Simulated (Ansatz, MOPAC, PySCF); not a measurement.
Species: PbF (charge 0, doublet). SMILES: [Pb][F]
Geometry: optimised at B3LYP-D3(BJ)/def2-TZVP (Ansatz, a first-principles code).

Unscaled harmonic wavenumbers (cm⁻¹) in rising order, each level at the stationary point that it reaches from this structure (no distance between atoms moves by over 0.3 Å); the order of modes can differ between levels, and a negative number is imaginary. B3LYP-D3(BJ)/def2-TZVP (PySCF, at the structure above): 508.

PM3 (MOPAC): 722. Zero-point energy 1.0 against 0.7 kcal/mol; where all levels lie over 400 cm⁻¹, the wavenumbers are on average 1.422 times those of B3LYP-D3(BJ)/def2-TZVP.

PM6 (MOPAC): 479. Zero-point energy 0.7 against 0.7 kcal/mol; where all levels lie over 400 cm⁻¹, the wavenumbers are on average 0.944 times those of B3LYP-D3(BJ)/def2-TZVP.

HF/6-31G* with LANL2DZ past Ar (Ansatz): 557. Zero-point energy 0.8 against 0.7 kcal/mol; where all levels lie over 400 cm⁻¹, the wavenumbers are on average 1.098 times those of B3LYP-D3(BJ)/def2-TZVP.
